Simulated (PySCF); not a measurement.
A calculated (PBE0, PySCF 2.14, aug-cc-pV5Z, no relativity, point nucleus) atom or ion has these occupied shells.

```csv
shell,electrons,orbital energy (eV),"rms radius, mean of both spins (bohr)"
1s α,1,-7562.8,0.0659
1s β,1,-7562.8,0.0659
2s α,1,-900.28,0.280
2s β,1,-898.39,0.280
2p α,3,-780.58,0.250
2p β,3,-779.01,0.250
3s α,1,-107.80,0.841
3s β,1,-103.39,0.841
3p α,3,-71.543,0.892
3p β,3,-66.793,0.892
3d α,5,-12.233,1.21
3d β,2,-9.652,1.21
4s α,1,-6.281,3.22
4s β,1,-5.724,3.22
```

Task: Name the element and its charge.

Result: Co (cobalt, neutral), in [Ar] 3d7 4s2, high-spin 4F determinant.
